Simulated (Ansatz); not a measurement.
The same path of GeH6N2 (9 atoms, charge 0, multiplicity 1) was run twice with different band settings. The coordinate that changes most is the height of N1 over the plane of its neighbours.

All numbers below come from RKS B3LYP/def2-SVPD in Ansatz 0.2.0.

Relaxed end points:

```xyz
9
Properties=species:S:1:pos:R:3
N -1.087 0.641 -0.877
Ge 0.541 0.282 -0.091
N 0.198 -1.143 1.025
H -1.500 -0.095 -1.439
H -1.199 1.539 -1.335
H 0.950 1.612 0.586
H 1.669 -0.216 -1.025
H 0.991 -1.673 1.367
H -0.474 -0.994 1.771
```

```xyz
9
Properties=species:S:1:pos:R:3
N -0.872 0.695 -1.200
Ge 0.570 0.271 -0.136
N 0.158 -1.095 1.046
H -1.414 -0.074 -1.580
H -1.491 1.427 -0.868
H 0.959 1.607 0.538
H 1.709 -0.301 -0.998
H 0.923 -1.688 1.352
H -0.454 -0.888 1.828
```

Common settings: movable images 9; climbing image yes; spring 5.0 eV/Å²; optimiser quadratic models (default); force threshold 0.05 eV/Å; end points relaxed.

| run | start path | iteration limit |
| --- | --- | --- |
| 1 | through a guess of the saddle point | 44 |
| 2 | straight line | 59 |

What does each run give, and how far can it be trusted?

Run 1: converged after 12 iterations, highest image 0.029 eV above the first end. A vibrational analysis at the climbing image gives one clearly imaginary mode, 275i cm⁻¹: a first-order saddle point.
Run 2: converged after 7 iterations, highest image 0.029 eV above the first end. Another band between the same ends (9 images) ends at a top of the same energy, where a vibrational analysis finds 1 clearly imaginary mode.
